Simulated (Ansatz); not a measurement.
Total energies of MnF2 from Ansatz at PBE-D4/def2-TZVP, gas phase (1 Eh = 27.2114 eV = 2625.5 kJ/mol). The reference geometry is relaxed at PBE0-D4/def2-TZVP.

Cartesian coordinates in Å:
```
Mn -0.002 -0.003 0.001
F 0.847 -0.744 -1.391
F -0.845 0.748 1.391
```

```
                state   geometry  energy (Eh)
      charge 0 sextet  reference  -1350.46931
     charge 1 quintet  reference  -1350.06789
free Mn atom (sextet)          –  -1150.72327
free F atom (doublet)          –    -99.66912
```

(1) Work out the vertical ionisation energy to the quintet.

(2) What is the binding energy per atom against free atoms?

(1) E(charge 1 quintet) − E(charge 0 sextet) = -1350.06789 − (-1350.46931) = 0.40142 Eh = 10.92 eV. For comparison, −ε of the highest occupied level of the spin that leaves is 6.80 eV at this level, 4.12 eV less.

(2) Atoms: 1 × (-1150.72327) + 2 × (-99.66912) = -1350.06151 Eh. Binding: -1350.06151 − (-1350.46931) = 0.40780 Eh = 11.10 eV, or 3.70 eV for each of 3 atoms (no zero-point energy, no counterpoise term).

 The doublet lies 2.15 eV above the sextet at this level but is left out (at the level of its geometry, ⟨S²⟩ 2.61, where a pure state has 0.75). The quartet lies 1.52 eV above the sextet at this level but is left out (at the level of its geometry, ⟨S²⟩ 4.64, where a pure state has 3.75).
